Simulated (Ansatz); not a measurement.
Worked example: SiH2(CH3)Br + C2H5Mg → SiH2(CH3) + C2H5BrMg

Species: SiH2(CH3)Br, singlet; C2H5Mg `C[CH2][Mg]`, doublet; SiH2(CH3), doublet; C2H5BrMg `C[CH2][Mg][Br]`, singlet. A radical takes Br: the energy is the difference in strength between the Si–Br bond broken and the Mg–Br bond made.

Shapes, held fixed at every level: PBE0-D4/def2-TZVP. Programs: Ansatz 0.2.0. The zero-point and thermal change to 298 K, harmonic and unscaled (PBE0-D4/def2-TZVP), is -2.3 kJ/mol.

At CCSD(T)/def2-TZVPP; 1 Eh = 2625.50 kJ/mol:

```
    species   energy (Eh)
SiH2(CH3)Br  -2902.854605
     C2H5Mg   -278.841500
  SiH2(CH3)   -330.037057
   C2H5BrMg  -2851.664364
```

Task: Work out ΔH(298 K) of the reaction at this level.

Result: 
1. Products less reactants: (-330.037057) + (-2851.664364) − [(-2902.854605) + (-278.841500)] = -0.005316 Eh = -14.0 kJ/mol.
2. With the thermal change: -14.0 + (-2.3) = -16.3 kJ/mol.

Other levels give -39.2 (CCSD/def2-SVP) to +3.2 kJ/mol (SPW92/def2-TZVPP). No measured value is set beside it here. Open shells run unrestricted unless RO is named. Relativity is left out for Br unless named. Correlated rows may include outer-core shells of Br, Mg, which these sets cover unevenly.
